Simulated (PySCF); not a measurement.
# Computed structure and properties of [SmH3(NH3)]−

System: [SmH3(NH3)]− (singlet in the valence; each metal's 4f electrons, 6 of them, lie in its core potential, out of spins and levels; a saddle point, relaxed within its symmetry); start: displaced along the imaginary mode (C1). Method: PySCF 2.14.0, RKS PBE0, Sm lcecp-0-SVP with ECP52, H def2-SVP, N def2-SVP; non-relativistic Hamiltonian with scalar-relativistic core potentials where named; density fitting; no spin-orbit coupling.

Input of the relaxation:

```python
mol = gto.M(atom='''
Sm     0.15843    -0.15830     0.16073
H      1.24053     1.67767     1.21386
H     -1.69036    -1.22914     1.20091
H      1.00696    -1.00852    -1.90665
N     -1.41222     1.41174    -1.42036
H     -2.05807     2.05429    -0.95098
H     -0.80140     1.95977    -2.02795
H     -1.95800     0.79262    -2.02240''',
    basis={'Sm': 'lcecp-0-SVP', 'H': 'def2-SVP', 'N': 'def2-SVP'},
    ecp={'Sm': 'lcecp-0-SVP'},
    charge=-1, spin=0)
mf = dft.RKS(mol, xc='PBE0')
mf.grids.atom_grid = (50, 194)  # f atoms: unpruned, at least (60, 302)
mf = mf.density_fit()  # fitting sets: Sm AutoAux, H def2-universal-JKFIT, N def2-universal-JKFIT
mf.conv_tol = 1e-08; mf.max_cycle = 55
mf.kernel(dm0)  # dm0: converged density of the start geometry
# quasi-Newton relaxation in Cartesian coordinates to a largest gradient under 0.00045 Eh/bohr, steps kept in the point group
```

Run from Python with OMP_NUM_THREADS=2; the lines above give its settings. Where DIIS fails, smearing, a level shift and second-order steps follow.
It took 57 s on 2 threads of Intel(R) Xeon(R) Platinum 8259CL CPU @ 2.50GHz (Skylake/Cascade Lake), on a shared host, from the converged density of the start.

Course of the relaxation:

```tsv
step	energy above end (eV)	largest force component within the symmetry (eV/Å)
0	0.0188	0.176
1	0.0174	0.019
2	0.0172	0.014
3	0.0165	0.032
4	0.0162	0.039
5	0.0137	0.159
6	0.0120	0.227
7	0.0061	0.205
10	0.0015	0.087
11	0.0010	0.052
12	0.0004	0.065
13	0.0002	0.050
14	0.0001	0.026
15	0.0000	0.014
```
(The steps between are left out.)

Relaxed geometry (C1, nearly Cs):

```xyz
8

Sm    0.0721   -0.0670    0.2646
H     1.4180    1.5014    1.4145
H    -1.5284   -1.3831    1.4031
H     0.6258   -0.6343   -1.9980
N    -1.4439    1.4430   -1.4519
H    -2.1794    2.1433   -1.3683
H    -0.6820    1.8334   -2.0076
H    -1.7964    0.6632   -2.0092
```

```csv
contact,Å
Sm1–H2 (H),2.365
Sm1–H3 (H),2.364
Sm1–H4 (H),2.397
Sm1–N5 (NH3),2.743
```

On the finer grid (75, 302):

```
HOMO                                                          : not given (4f levels lie in the core)
LUMO                                                          : not given (4f levels lie in the core)
Dipole about the centre of mass                               : 5.05 D
Set of Mulliken populations of Sm1 outside the core potential : s 2.63, p 6.75, d 0.80, f 0.01
D3(BJ) dispersion energy (not in the energies)                : -0.098 eV
```

| atom | Mulliken (e) | Löwdin (e) | spin (e) |
| --- | --- | --- | --- |
| Sm1 | -0.20 | -0.27 | 0.00 |
| H2 | -0.31 | -0.30 | 0.00 |
| H3 | -0.31 | -0.30 | 0.00 |
| H4 | -0.33 | -0.31 | 0.00 |
| N5 | -0.28 | -0.07 | 0.00 |
| H6 | 0.11 | 0.07 | 0.00 |
| H7 | 0.15 | 0.09 | 0.00 |
| H8 | 0.16 | 0.09 | 0.00 |

The 4f levels lie in the core potential and are missing. Their spin isn't counted.

On the grid (50, 194), as all that follows. Harmonic modes: 1 unstable, so a saddle point once the symmetry is let go (counted below −25 cm⁻¹); lowest -144 cm⁻¹ (negative: unstable), highest 3642 cm⁻¹, zero-point energy 1.253 eV.

Taking off one H (charge -1, singlet; the rest: singlet) in vacuum, both parts rigid, costs 3.44 eV; the small basis without counterpoise inflates it.

Rigid scan of H along the line from its metal:

distance to H2 (Å), energy (eV) and a bar:
```
     2.07      0.203 #####
     2.17      0.081 ##
     2.27      0.018 
     2.37      0.000 
     2.47      0.015 
     2.57      0.054 #
     2.77      0.180 #####
     3.07      0.428 ###########
     3.47      0.781 ####################
     3.97      1.183 ##############################
```

Taking off one NH3 (charge 0, singlet; the rest: singlet) in vacuum, both parts rigid, costs 0.63 eV; the small basis without counterpoise inflates it.

Rigid scan of NH3 along the line from its metal:

distance to N5 (Å), energy (eV) and a bar:
```
     2.44      0.189 ###########
     2.54      0.072 ####
     2.64      0.016 #
     2.74      0.000 
     2.84      0.011 #
     2.94      0.039 ##
     3.14      0.121 #######
     3.44      0.256 ###############
     3.84      0.401 #######################
     4.34      0.519 ##############################
```

One start shape was tried, so this needn't be the lowest isomer.

An lcecp potential fixes the number of 4f electrons, so in runs with it no electron can move into or out of that shell.
